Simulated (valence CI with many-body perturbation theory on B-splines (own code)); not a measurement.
**A CI+MBPT run for Au⁶⁺**

Calculated by configuration interaction combined with many-body perturbation theory (CI+MBPT): five valence electrons over a frozen Dirac-Fock core [Xe] 4f14, radial functions for each j: 5 s, 5 p, 4 d, 4 f, with the one-electron correlation potential Σ1 (screened to all orders), the two-electron term Σ2, the three-electron term Σ3, Breit, model QED; selected single and double excitations, second order for the rest, scaled by the run's own slope (own B-spline code, finite nucleus).

Command, and the settings that its task file holds:

```sh
python run_cv.py task.json out
```

```
atom Au  Z=79  mass_number=197  rms_radius_fm=5.4371
core [Xe] 4f14
valence 5d5
avg = 1
basis = S
breit = 1
cap = 20000
capref = 1200
cscale = 1
de = 0.0
dress = 0
eps = 2e-08
extrap = 1
h = 0.27
hh = 1
l2 = 3
lcore = 6
maxit = 60
n2 = 5
natural = 1
nlev = 30
nno = [2, 2, 2, 2, 0]
nroot = 26
nsp = [3, 3, 2, 2, 0]
pt2 = 1
qed = 1
rpa = 1
s1 = 1
s2 = 1
s3 = 1
screen = 1
tol = 2e-05
whole = 1
```

It took 100 s on 1 thread of Arm Neoverse V1, with other jobs on the host.

Log. The first blocks belong to the next ion, which gives the ionisation energy. Fields: 2J, parity (1 odd), roots, reference size, generating configurations, candidates as configurations/state functions, variational space P, stored matrix elements, Davidson steps; e2 is the range of second-order energies in hartree. The first line gives the box (bohr), its intervals, the orbitals and the steps of their self-consistent field. Window is the range of levels sought, series limit the energy at which the first omitted orbital would enter, core excitation an estimate of the first excitation out of the core, left out the lowest levels not solved, and shifts from estimates the range by which levels moved from their first estimate, all in cm⁻¹.

```
rmax 13.7 intervals 62 orbitals 31 references ['5d5', '5d4 6s', '5d4 6p', '5d3 6s2'] scf 7 t 1.7
2J=0 par=0 roots 2 ref 9 generators 5 cand 1112/1893 P 628/1127 nnz 0 it 0
2J=0 par=0 roots 2 ref 9 generators 20 cand 4461/10092 P 1235/2635 nnz 7.4e+05 it 5
   second order: generators 50 cand 7734/16301 e2 -0.00003 -0.00001
reference levels 645, estimated 37, window 84595 1/cm; series limit 536690, core excitation 405938
2J=5 par=0 roots 10 ref 29 generators 11 cand 3734/91066 P 311/3995 nnz 3.7e+06 it 7
2J=5 par=0 roots 10 ref 29 generators 36 cand 8833/258676 P 1370/19956 nnz 4.5e+07 it 8
   second order: generators 131 cand 19420/555090 e2 -0.00047 -0.00012
2J=7 par=0 roots 7 ref 23 generators 8 cand 3457/89778 P 251/4000 nnz 4.2e+06 it 8
2J=7 par=0 roots 7 ref 23 generators 29 cand 8817/294553 P 1259/19923 nnz 4.9e+07 it 8
   second order: generators 94 cand 17936/565186 e2 -0.00029 -0.00017
2J=3 par=0 roots 6 ref 24 generators 9 cand 3442/64845 P 357/3998 nnz 4e+06 it 7
2J=3 par=0 roots 6 ref 24 generators 29 cand 8020/187407 P 1543/19996 nnz 4e+07 it 10
   second order: generators 96 cand 17889/409896 e2 -0.00033 -0.00016
2J=11 par=0 roots 3 ref 8 generators 4 cand 1508/31740 P 352/3991 nnz 4.2e+06 it 5
2J=11 par=0 roots 3 ref 8 generators 24 cand 9188/265089 P 993/11499 nnz 2e+07 it 8
   second order: generators 81 cand 17729/467442 e2 -0.00021 -0.00017
2J=9 par=0 roots 5 ref 17 generators 6 cand 2594/66410 P 292/3997 nnz 4.2e+06 it 9
2J=9 par=0 roots 5 ref 17 generators 23 cand 7146/225842 P 1204/16981 nnz 3.7e+07 it 9
   second order: generators 87 cand 17132/515111 e2 -0.00030 -0.00017
2J=1 par=0 roots 4 ref 15 generators 10 cand 2918/32376 P 656/3995 nnz 3.5e+06 it 5
2J=1 par=0 roots 4 ref 15 generators 26 cand 7038/90824 P 1699/14022 nnz 1.8e+07 it 10
   second order: generators 92 cand 17076/222028 e2 -0.00025 -0.00013
2J=13 par=0 roots 1 ref 3 generators 1 cand 377/2194 P 516/3995 nnz 4.3e+06 it 4
2J=13 par=0 roots 1 ref 3 generators 9 cand 5567/137413 P 658/6052 nnz 6.9e+06 it 5
   second order: generators 31 cand 13946/299425 e2 -0.00017 -0.00017
left out: unestimated 140012, estimated 113998, shifts from estimates -59 to 75
operators 6.4
```

The Davidson iterations converged.

No measured spectrum was set against this ion. As an estimate, terms of the open shell hold to 2 to 4 % of their energy, and close levels can change places; different configurations can be misplaced against each other by 1,000 to 8,000 cm⁻¹. Only levels of the ground parity were solved; by the run's estimate the other parity begins above the list, which can be wrong where configurations are misplaced.

* Valence energy: -24.15883 hartree
* Ionisation energy: 94.16 eV (NIST: 94 ± 2 eV (theoretical))
* Reference configurations for the orbitals: 5d5, 5d4 6s, 5d4 6p, 5d3 6s2
* Radial orbitals: 31
* Box radius: 13.7 bohr
* Largest variational space: 19996
* Lowest levels: (5d3/2^3 5d5/2^2) J=5/2 [a] 0.0000, (5d3/2^4 5d5/2) J=5/2 2.485, (5d3/2^3 5d5/2^2) J=7/2 [a] 3.521, (5d3/2^3 5d5/2^2) J=3/2 3.648, (5d3/2^3 5d5/2^2) J=11/2 3.761, (5d3/2^3 5d5/2^2) J=5/2 [b] 3.891, (5d3/2^3 5d5/2^2) J=9/2 3.971, (5d3/2^3 5d5/2^2) J=1/2 4.248, (5d3/2^2 5d5/2^3) J=7/2 [a] 4.870, (5d3/2^3 5d5/2^2) J=5/2 [c] 5.116, (5d3/2^2 5d5/2^3) J=11/2 5.604, (5d3/2^2 5d5/2^3) J=1/2 [a] 5.660, (5d3/2^3 5d5/2^2) J=7/2 [b] 5.713, (5d3/2^2 5d5/2^3) J=3/2 [a] 5.807 eV

Levels are named by their leading jj configuration (3d3/2^4 stands for four electrons in 3d with j = 3/2), which in mixed levels can hold well under half, so a name can repeat and another be missing. Letters in brackets count levels of one name in rising energy.
